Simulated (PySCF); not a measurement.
PySCF 2.14 output of an unrestricted PBE calculation on a single atom or ion in x2c-QZVPPall (16s10p9d6f2g, 151 functions), with scalar relativity by spin-free X2C-1e:

```
SCF conv_tol = 1e-09
number electrons alpha = 28  beta = 27
    J. P. Perdew, K. Burke, and M. Ernzerhof.,  Phys. Rev. Lett. 77, 3865 (1996)
    J. P. Perdew, K. Burke, and M. Ernzerhof.,  Phys. Rev. Lett. 78, 1396 (1997)
    J. P. Perdew, K. Burke, and M. Ernzerhof.,  Phys. Rev. Lett. 77, 3865 (1996)
    J. P. Perdew, K. Burke, and M. Ernzerhof.,  Phys. Rev. Lett. 78, 1396 (1997)
cycle= 1 E= -8491.30509151923  delta_E= -0.027  |g|= 0.0427  |ddm|= 1.09
cycle= 2 E= -8491.30532125369  delta_E= -0.00023  |g|= 0.0344  |ddm|= 0.312
cycle= 3 E= -8491.30546088553  delta_E= -0.00014  |g|= 0.00302  |ddm|= 0.155
cycle= 4 E= -8491.30546179819  delta_E= -9.13e-07  |g|= 0.000187  |ddm|= 0.00574
cycle= 5 E= -8491.30546183051  delta_E= -3.23e-08  |g|= 2.41e-05  |ddm|= 0.000993
cycle= 6 E= -8491.30546183112  delta_E= -6.15e-10  |g|= 5.95e-06  |ddm|= 0.000135
converged SCF energy = -8491.30546183112  <S^2> = 0.75005173  2S+1 = 2.0000517
```

The run itself started from symmetry-adapted Hartree-Fock orbitals and held the occupation by maximum overlap, on a logarithmic radial grid, so the iterations belong to that start.

Which element, charge and spin multiplicity is this?

La²⁺ (lanthanum, charge +2), multiplicity 2; the state was [Xe] 6p1, 2P determinant (an excited configuration).

Spin-orbit coupling, absent here, splits the open shell strongly.
